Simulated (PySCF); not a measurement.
Si(Br)(OH)(NH2)2 (BrH5N2OSi), SMILES O[Si](Br)(N)N. Atoms are numbered in the order given.

```xyz
10

N     -1.2491     1.6702     0.7811
Si    -0.1216     0.4010     0.7466
N      1.4218     1.0462     1.0774
O     -0.7727    -0.7454     1.7509
Br     0.1904    -0.6634    -1.2232
H     -1.0530     2.5462     0.3139
H     -2.2400     1.4736     0.8496
H      2.2622     0.6123     0.7177
H      1.5834     1.5764     1.9260
H     -0.5424    -1.6537     1.5352
```
Charge 0, spin multiplicity 1.

Geometry optimised at PBE0-D3(BJ)/def2-SVP. The structure was generated by enumeration, and PubChem lists no compound with its InChIKey, so it may never have been made. The values are those of a single conformer.

All values below come from PBE0/pcSseg-1 (PySCF).

GIAO shieldings, no solvent; atoms listed in one row are averaged. δ = σ(ref) − σ: ¹⁵N against NH3 (σ = 267.4 ppm); ²⁹Si against TMS (σ = 352.7 ppm); ¹⁷O against H2O (σ = 334.2 ppm); ¹H against TMS (σ = 31.56 ppm), references at their B3LYP-D3(BJ)/def2-TZVP geometries, non-relativistic (without spin–orbit terms, shifts of atoms bonded to Cl or Br come out too high).

### Question
Estimate the chemical shifts. (Estimate from the structure and the level; the computed values follow.)

### Answer

```tsv
nucleus	atoms	count	δ (ppm)
¹⁵N	N3	1	43.5
¹⁵N	N1	1	38.0
²⁹Si	Si2	1	-26.4
¹⁷O	O4	1	92.6
¹H	H10	1	2.07
¹H	H7	1	1.44
¹H	H9, H8	2	1.33
¹H	H6	1	1.26
```
